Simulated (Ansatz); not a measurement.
`[F][Al]([F])[SeH]` + H₂O → `[OH][Al]([F])[SeH]` + H–F at 600 K and 1 bar (formal hydrolysis of the Al–F bond).

Computed with Ansatz on PBE0-D4/def2-TZVP structures; ΔE is electronic, products minus reactants. CBS: MP2 limit from def2 TZ/QZ plus the TZ coupled-cluster correction, frozen cores. This one scheme is used for every species. For Se outer-core shells are correlated without core-valence functions, which leaves a few kJ/mol of doubt a bond. Scalar relativity is left out up to krypton. One conformer a species, not always the lowest.

```csv
species,CCSD(T)/CBS energy (Eh),H − E (kJ/mol),S (J/(mol·K))
`[F][Al]([F])[SeH]`,-2843.11067,79.5,389.3
H₂O,-76.37941,76.8,212.8
`[OH][Al]([F])[SeH]`,-2819.07650,114.3,407.7
H–F,-100.39570,42.3,194.0
```

H − E and S are ideal-gas, rigid-rotor, harmonic terms from PBE0-D4/def2-TZVP, for one conformer and one mirror image of each species. 1 Eh = 2625.50 kJ/mol, R = 8.31446 J/(mol·K).

Task: By hand: ΔE, ΔH, ΔS and ΔG.

Result: ΔE = (-2819.07650) + (-100.39570) − (-2843.11067) − (-76.37941) = 0.01788 Eh = 46.9 kJ/mol. Δ(H − E) = 114.3 + 42.3 − 79.5 − 76.8 = 0.3, so ΔH = 47.2 kJ/mol. ΔS = 407.7 + 194.0 − 389.3 − 212.8 = -0.4 J/(mol·K). ΔG = 47.2 − 600 × (-0.4)/1000 = 47.4 kJ/mol.

Task: By hand: the equilibrium constant, and the temperature at which ΔG would vanish if ΔH and ΔS stayed fixed.

Result: log₁₀ K = −ΔG/(RT ln 10) = -4.1. ΔH and −TΔS have one sign here, so there is no such temperature.

The number of gas molecules stays the same, so ΔS is small and ΔH decides. A doubt of 5 kJ/mol in ΔE shifts log₁₀ K by 0.4 here. Other conformers and mirror images would add mixing entropy, several J/(mol·K) or more a flexible species. These are equilibria of isolated gas molecules and say nothing of rates. Largest T1 diagnostic: 0.011 (customary marks: 0.02 for closed shells, 0.045 for open ones).

ΔS is within the doubt of such terms, so its sign, and with it that verdict, could turn.
